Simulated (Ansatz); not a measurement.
Calculated with Ansatz (gas phase, PBE0-D4/def2-TZVP geometries, no zero-point term in ΔE). CCSD(T)/CBS adds triple-zeta CCSD(T) − MP2 to the extrapolated MP2 energy (def2 sets, frozen cores). This one scheme is used for every species. DFT in def2-TZVPP. B3LYP here is the variant with VWN-RPA as its local correlation; programs differ in this. For Ge, Se outer-core shells are correlated without core-valence functions, which leaves a few kJ/mol of doubt a bond. Scalar relativity is left out up to krypton. Each species was taken in one conformer, which may not be the lowest.

`[CH3][GeH2][Se]C` + `OBO` → `C[Se]B(O)O` + `[CH3][GeH3]`  (formal exchange of groups at the Se–Ge bond)

```csv
level,ΔE (kJ/mol)
r2SCAN-D4,5.2
PBE,7.4
B3LYP,11.0
HF/def2-TZVPP,13.5
SCS-MP2/def2-TZVPP,10.7
MP2/def2-QZVPP,10.7
HF/CBS(def2),13.4
CCSD/CBS(def2),10.0
```

Question: What does CCSD(T)/CBS give? (Estimate.)

Answer: Computed: +9.4 kJ/mol. The listed levels differ from it by -4.2, -2.0, 1.6, 4.1, 1.3, 1.3, 4.0, 0.6 kJ/mol.

Largest T1 diagnostic among the species: 0.013.

In def2-TZVPP, CCSD(T) changes the Hartree–Fock value by −5.8 kJ/mol (the triples alone add −0.6 kJ/mol) and MP2 by −3.7 kJ/mol.
